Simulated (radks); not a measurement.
Results of a calculation; reference values are marked as such.
Coulomb parameter of the 4f shell of the samarium ion Sm2+ in the model configuration [Xe] 4f4 6p2, as a second difference U = [E(n + 0.5) + E(n - 0.5) - 2 E(n)] / (0.5)^2 with all orbitals relaxed. "Bare": the charge of the atom changes with n. "Screened": the 6p shell takes up the change at fixed total charge, which measures U(4f,4f) + U(6p,6p) - 2 U(4f,6p). Code: a radial shooting solver on a logarithmic mesh with Libxc functionals. Model: Dirac Kohn-Sham, BLYP, spin-unpolarised, spherical densities, point nucleus; open shells are shared between the two j in proportion to 2j + 1.

case              configuration  E - E(n) (eV)
start              [Xe] 4f4 6p2          0.000
bare +0.5        [Xe] 4f4.5 6p2        -15.589
bare -0.5        [Xe] 4f3.5 6p2         20.224
screened +0.5  [Xe] 4f4.5 6p1.5         -9.774
screened -0.5  [Xe] 4f3.5 6p2.5         12.212

U(bare) = 18.541 eV, U(screened by 6p) = 9.752 eV.
